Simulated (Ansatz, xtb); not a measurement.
System: GeTe, charge 1, multiplicity 2. 
Geometry from a B3LYP-D3(BJ)/def2-TZVP (Ansatz, a program for electronic structure) optimisation:
```
Ge
Te 1 2.5096
```
Charge +1, spin multiplicity 2.

Harmonic wavenumbers from GFN2-xTB (xtb, at its own minimum), cm⁻¹: 280.

**Question.** Give the harmonic wavenumbers at B3LYP-D3(BJ)/def2-TZVP (Ansatz, finite differences of forces, unscaled).

**Answer.** 264 cm⁻¹. Zero-point energy 0.4 kcal/mol.

**Question.** From these and the geometry, give the ideal-gas thermochemistry at 298.15 K and 1 atm (rigid rotor, harmonic oscillator).

**Answer.** Point group C∞v, rotational symmetry number 1. Rotational constants 1.734, 1.734 GHz. S(trans) 41.79, S(rot) 18.25, S(vib) 1.64, S(elec, spin only) 1.38, S 63.1 cal/(mol K). H(298) - H(0) 2.37 kcal/mol; G - E(el) -16.1 kcal/mol.
